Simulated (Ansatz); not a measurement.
trans-Zr(PH3)2Br4 (ZrP₂H₆Br₄), relaxed as a singlet with RKS PBE-D4/def2-SVP in Ansatz, starting from the GFN2-xTB geometry. Force threshold 0.02 eV/Å.

In the def2 sets Zr takes a core potential; there is no spin–orbit coupling. The relaxation made no stability test and no search for a lower SCF solution. No other spin state of charge 0 was run. Another isomer (singlet) lies 0.35 eV lower at PBE0-D4/def2-TZVP; other spin states weren't run for this one.

Start:

```xyz
13

Br   -1.536    0.387    2.000
Br    0.822   -0.880   -2.265
Br   -0.613    2.259   -1.001
Br    1.339   -1.787    1.277
P    -2.181   -1.629   -0.481
P     2.218    1.586    0.465
Zr    0.017   -0.020   -0.002
H    -3.469   -1.121   -0.356
H    -2.359   -2.566    0.532
H    -2.513   -2.517   -1.504
H     2.059    2.860    0.998
H     2.758    2.057   -0.727
H     3.459    1.370    1.063
```

```csv
step,energy (eV),largest force component (eV/Å),SCF passes
1,-300059.1187,0.952,17
2,-300059.3048,0.591,21
3,-300059.3339,0.172,20
4,-300059.3696,0.024,19
5,-300059.3749,0.012,19
```

Force components are those of the run's own axes.

End:

```xyz
13

Br   -1.692    0.467    2.013
Br    0.639   -0.803   -2.256
Br   -0.655    2.412   -0.926
Br    1.322   -1.599    1.369
P    -2.168   -1.718   -0.411
P     2.269    1.593    0.360
Zr   -0.075    0.092    0.039
H    -3.486   -1.175   -0.514
H    -2.409   -2.664    0.630
H    -2.199   -2.597   -1.540
H     2.171    2.800    1.119
H     2.829    2.139   -0.834
H     3.455    1.052    0.951
```

By distances, no bond broke or formed. The bond that changes most is P5–H8, from 1.39 to 1.43 Å (atoms count from 1).

No frequencies were taken in this run, so the end may be a saddle point.

Hardware: 4 threads of Arm Neoverse V2 on a shared host. Wall time 23 s.
